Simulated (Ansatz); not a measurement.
Mulliken charges of ClFHOSn, SMILES `[OH][Sn]([F])[Cl]` radical from ωB97M-V/def2-TZVPP in Ansatz (PBE0-D4/def2-TZVP geometry).

| atom | x (Å) | y (Å) | z (Å) | charge (e) |
| --- | --- | --- | --- | --- |
| O1 | -0.600 | 0.504 | -1.179 | -0.485 |
| Sn2 | 0.363 | -0.717 | 0.013 | 1.066 |
| F3 | 1.538 | 0.455 | 0.991 | -0.465 |
| Cl4 | -1.177 | -1.598 | 1.522 | -0.299 |
| H5 | -0.073 | 1.283 | -1.388 | 0.184 |

**Question.** By hand: the dipole of these point charges (1 e Å = 4.8032 D).

**Answer.** Σ q r = (0.301, -0.506, -0.586) e Å, of length 0.831 e Å = 3.99 D.

**Question.** How does the dipole of the full density compare? (Best estimate.)

**Answer.** Ansatz gave: (0.247, -0.156, -0.425) e Å, 2.48 D; the point charges give 1.61 times that, at 20° from its direction.

Point charges leave out the atoms' own dipoles, such as those of lone pairs, and Mulliken's split depends on the basis, so the two needn't agree.
